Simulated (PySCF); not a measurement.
Compound: CH8BNS.
Geometry (GFN2-xTB, Å), atoms numbered from 1 in this order:
```
atom  x, y, z in Å
C1     1.9515   -0.2704   -0.1667
S2     0.8228    0.1956    1.1890
B3    -0.6556    0.8811    0.2187
N4    -1.6235   -0.4488    0.0128
H5     2.8714   -0.6245    0.2868
H6     2.1512    0.6026   -0.7810
H7     1.5155   -1.0620   -0.7730
H8    -1.2720    1.6403    0.8824
H9    -0.3424    1.2609   -0.8569
H10   -2.4938   -0.2078   -0.4525
H11   -1.8068   -0.8220    0.9409
H12   -1.1169   -1.1455   -0.5264
```

The closed-shell SCF was solved with PySCF and density fitting under several settings on one GFN2-xTB geometry (grid level 2 and gas phase unless stated).

```json
{"settings": "PBE0/pcSseg-1", "basis functions": "115", "SCF cycles": "12", "E (Eh)": "-520.4185", "HOMO (eV)": "-5.78", "LUMO (eV)": "0.19", "dipole (D)": "5.69"}
{"settings": "PBE0/def2-SVPD", "basis functions": "151", "SCF cycles": "12", "E (Eh)": "-520.2543", "HOMO (eV)": "-5.84", "LUMO (eV)": "-0.29", "dipole (D)": "5.43"}
{"settings": "HF/6-31G*, start guess sap", "basis functions": "76", "SCF cycles": "11", "E (Eh)": "-519.1859", "HOMO (eV)": "-8.40", "LUMO (eV)": "4.50", "dipole (D)": "5.98"}
```

Problem. Estimate the rows for these settings: (1) LDA/MINI, fitting basis def2-qzvpp-jkfit; (2) KT2/ANO-RCC-VDZP, damping 0.1 at the start, DIIS from the seventh cycle.

Solution. 
```tsv
settings	basis functions	SCF cycles	E (Eh)	HOMO (eV)	LUMO (eV)	dipole (D)
LDA/MINI, fitting basis def2-qzvpp-jkfit	32	9	-515.2249	-5.34	1.02	6.67
KT2/ANO-RCC-VDZP, damping 0.1 at the start, DIIS from the seventh cycle	100	16	-525.7464	-4.68	-1.17	5.20
```

Problem. Over all rows, what range does the HOMO–LUMO gap span?

Solution. From 3.51 eV (KT2/ANO-RCC-VDZP, damping 0.1 at the start, DIIS from the seventh cycle) to 12.90 eV (HF/6-31G*, start guess sap). The functional of the narrowest has no exact exchange, that of the widest 100 % exact exchange.

Problem. And the dipole moment?

Solution. From 5.20 D (KT2/ANO-RCC-VDZP, damping 0.1 at the start, DIIS from the seventh cycle) to 6.67 D (LDA/MINI, fitting basis def2-qzvpp-jkfit); the largest is 1.28 times the smallest, and the median is 5.69 D.

Problem. Compare two rows with the functional PBE0: PBE0/pcSseg-1 and PBE0/def2-SVPD. Which energy is lower, and by how much?

Solution. PBE0/pcSseg-1 (115 functions) lies 0.1642 Eh or 103 kcal/mol below PBE0/def2-SVPD (151 functions). The smaller set gives the lower energy; the two sets aren't nested, so the variational bound doesn't order them by size.

Whole jobs, the steps after the SCF included, on Arm Neoverse V1, one thread, on a shared host:

```csv
settings,work after the SCF,wall time,peak memory
PBE0/pcSseg-1,"shieldings, charges and field gradients",8.9 s,0.53 GiB
PBE0/def2-SVPD,"6 singlets by full TDDFT, 2 Tamm–Dancoff triplets, polarisability",12 s,0.63 GiB
"HF/6-31G*, start guess sap","shieldings, charges and field gradients",2.0 s,0.42 GiB
"LDA/MINI, fitting basis def2-qzvpp-jkfit","shieldings, charges and field gradients",2.5 s,0.42 GiB
"KT2/ANO-RCC-VDZP, damping 0.1 at the start, DIIS from the seventh cycle","shieldings, charges and field gradients",36 s,0.49 GiB
```

Cycle counts include a coarse-grid stage where the run had one. All basis functions are spherical, in the Pople sets too. KT2 was designed for NMR shieldings or shifts; total energies of different functionals aren't comparable. ANO-RCC sets were contracted for a scalar-relativistic Hamiltonian, but ran non-relativistically here.

One conformer stands for the species.
